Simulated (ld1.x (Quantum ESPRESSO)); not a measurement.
## Before and after: TM potential for aluminium

```
Element                 : Al
Generator               : ld1.x (Quantum ESPRESSO) 7.5
Type                    : norm-conserving Troullier–Martins (Kleinman–Bylander form)
Functional              : PBE
Relativity              : scalar-relativistic
Frozen core             : [Ne]
Valence charge          : 3
Reference configuration : 3s2 3p1
Partial waves           : 3s (bound): rc 2.25 bohr; 3p (bound): rc 2.25 bohr
Local potential         : all-electron potential smoothed inside 2.05 bohr (lloc = -2)
Core correction         : none
```

Change: local potential all-electron potential smoothed inside 0.94 bohr (lloc = -2).

Cutoffs: the cutoffs (Ry, on a coarse ladder) from which the occupation-weighted sum of valence levels, in a spherical-Bessel basis at the reference potential, stays within 10 and 1 mRy of its value at 400 Ry; they do not see the model core or the augmentation charge, which bear on the density cutoff. Errors are all-electron minus pseudo energies relative to the spin-unpolarised reference configuration.

Problem. How do hardness, ghosts and transferability respond?

Solution. The potential gets neither clearly harder nor softer (8 Ry and 25 Ry → 8 Ry and 25 Ry); of the 7 tests that both files solve, the error grows in 4 and shrinks in 0 by more than 15 % and 0.3 meV (median size 6.4 → 6.5 meV); the range in which the s phases agree narrows (upper end 2.1 → 0.5); neither file shows a bound ghost. That the errors move this way runs against the usual rule that smaller radii transfer better.

```csv
quantity,base,changed
"cutoff, loose",8 Ry,8 Ry
"cutoff, tight",25 Ry,25 Ry
bound ghosts,none,none
"error for 3s2 3p0, meV [ΔE 5.76 eV]",-1.2,+5.6
"error for 3s1 3p0, meV [ΔE 24.99 eV]",+23,+55
"error for 3s2 3p0.5, meV [ΔE 2.09 eV]",-0.2,+1.0
"error for 3s1 3p1, meV [ΔE 11.57 eV]",+9.1,+13
"error for 3s2 3p1.3, meV [ΔE -0.57 eV]",0.0,+0.2
"error for 3s0 3p3, meV [ΔE 10.45 eV]",+31,+31
"error for 3s1 3p2, meV [ΔE 5.14 eV]",+6.4,+6.5
s: phases at 2.44 bohr within 0.05 rad from the reference energy up to (Ry; the scan ends near 5),2.1,0.5
p: phases at 2.44 bohr within 0.05 rad from the reference energy up to (Ry; the scan ends near 5),3.1,2.3
```
